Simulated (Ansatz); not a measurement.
PBE exchange is replaced step by step with exact exchange (0 % is PBE, 25 % PBE0; no dispersion term), basis def2-SVP, Ansatz. System: the cluster B8N⁺. The state is a singlet with charge 1. Geometry: PBE0-D4/def2-SVP, each spin state at its own.

The relaxed triplet has other bonds than the singlet, so its gap is one between isomers.

Geometry of the singlet:

```xyz
9

N    -0.266   -2.411   -0.669
B     0.252   -1.819    0.408
B    -0.482   -1.261   -1.310
B     0.503    1.037    1.686
B    -0.534    1.826   -0.743
B    -0.542    0.368   -1.388
B     0.033    2.163    0.688
B     0.611   -0.508    1.313
B     0.424    0.605    0.015
```

The structure comes from a short search, and lower isomers may exist.

| exact exchange (%) | HOMO (eV) | LUMO (eV) | gap (eV) | triplet − singlet (kJ/mol) | quintet − singlet (kJ/mol) |
| --- | --- | --- | --- | --- | --- |
| 10 | -11.75 | -10.48 | 1.26 | 8.2 | 227.6 |
| 15 | -11.92 | -10.31 | 1.61 | 10.2 | 232.4 |
| 40 | -12.82 | -9.46 | 3.36 | 19.9 | 254.5 |
